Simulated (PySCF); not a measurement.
Compound: PhOCF3, C₇H₅F₃O.
Numbering: `[F:1][C:2]([F:3])([F:4])[O:5][c:6]1[cH:7][cH:8][cH:9][cH:10][cH:11]1` (hydrogens: H12 on C7; H13 on C8; H14 on C9; H15 on C10; H16 on C11)

The same species was optimised twice, with GFN2-xTB and with PBE0-D3(BJ)/def2-SVP (PySCF), and the same property calculations (PySCF, gas phase) were run on both structures.

```
     coordinate  GFN2-xTB  PBE0-D3(BJ)/def2-SVP  change
      C2–O5 (Å)     1.314                 1.344  +0.030
      O5–C6 (Å)     1.410                 1.381  -0.029
      F1–C2 (Å)     1.346                 1.333  -0.013
      C2–F3 (Å)     1.346                 1.334  -0.012
      C2–F4 (Å)     1.329                 1.318  -0.011
     C6–C11 (Å)     1.383                 1.394  +0.011
     C9–C10 (Å)     1.382                 1.392  +0.010
      C7–C8 (Å)     1.381                 1.391  +0.010
      C8–C9 (Å)     1.386                 1.395  +0.009
    C10–C11 (Å)     1.387                 1.395  +0.008
      C6–C7 (Å)     1.388                 1.394  +0.006
   F3–C2–O5 (°)     114.5                 112.5    -2.0
   F1–C2–O5 (°)     114.5                 112.5    -2.0
   F1–C2–F4 (°)     106.5                 108.5    +2.0
   F1–C2–F3 (°)     105.3                 107.2    +1.9
   F3–C2–F4 (°)     106.6                 108.4    +1.8
   C2–O5–C6 (°)     120.6                 122.5    +1.9
   F4–C2–O5 (°)     108.9                 107.6    -1.3
  C8–C9–C10 (°)     119.8                 119.4    -0.4
F1–C2–O5–C6 (°)        61                    60      -1
C2–O5–C6–C7 (°)       180                  -178      +2
```

Rotational constants: A = 2871, B = 679.1, C = 606.6 MHz (GFN2-xTB) against A = 2854, B = 675.9, C = 603.6 MHz (PBE0-D3(BJ)/def2-SVP).

On the GFN2-xTB structure: HOMO (eV) -7.52 [PBE0/pcSseg-1]; LUMO (eV) -0.71 [PBE0/pcSseg-1]; dipole (D) 2.74 [PBE0/pcSseg-1]; GIAO shielding of F1/F3/F4 (mean) (ppm) 241.9 [PBE0/pcSseg-1]; GIAO shielding of C2 (ppm) 56.8 [PBE0/pcSseg-1]; GIAO shielding of O5 (ppm) 167.4 [PBE0/pcSseg-1]; GIAO shielding of C6 (ppm) 28.6 [PBE0/pcSseg-1]; GIAO shielding of C7/C11 (mean) (ppm) 64.4 [PBE0/pcSseg-1]; GIAO shielding of C8/C10 (mean) (ppm) 51.4 [PBE0/pcSseg-1]; GIAO shielding of C9 (ppm) 56.4 [PBE0/pcSseg-1].

Task: What do these properties become on the PBE0-D3(BJ)/def2-SVP structure?

Result: 
```tsv
property	level	on GFN2-xTB	on PBE0-D3(BJ)/def2-SVP	change
HOMO (eV)	PBE0/pcSseg-1	-7.52	-7.31	+0.21
LUMO (eV)	PBE0/pcSseg-1	-0.71	-0.66	+0.05
dipole (D)	PBE0/pcSseg-1	2.74	2.09	-0.65
energy, GFN2-xTB geometry as zero (kcal/mol)	PBE0/pcSseg-1	0.0	-1.0	-1.0
GIAO shielding of F1/F3/F4 (mean) (ppm)	PBE0/pcSseg-1	241.9	248.7	+6.8
GIAO shielding of C2 (ppm)	PBE0/pcSseg-1	56.8	57.7	+0.9
GIAO shielding of O5 (ppm)	PBE0/pcSseg-1	167.4	160.5	-6.9
GIAO shielding of C6 (ppm)	PBE0/pcSseg-1	28.6	29.0	+0.4
GIAO shielding of C7/C11 (mean) (ppm)	PBE0/pcSseg-1	64.4	63.2	-1.2
GIAO shielding of C8/C10 (mean) (ppm)	PBE0/pcSseg-1	51.4	49.0	-2.4
GIAO shielding of C9 (ppm)	PBE0/pcSseg-1	56.4	55.2	-1.2
```

The heavy atoms differ by 0.027 Å rms after alignment. Among bonds between heavy atoms C2–O5 and O5–C6 change most and about equally (-0.029 to +0.030 Å). Changes are differences of the printed values. Neither structure is proved a minimum here.

Shape of the structure used: `[F:1][C:2]([F:3])([F:4])[O:5][c:6]1[cH:7][cH:8][cH:9][cH:10][cH:11]1`: F1–C2–O5–C6 60°, C2–O5–C6–C7 -178°.
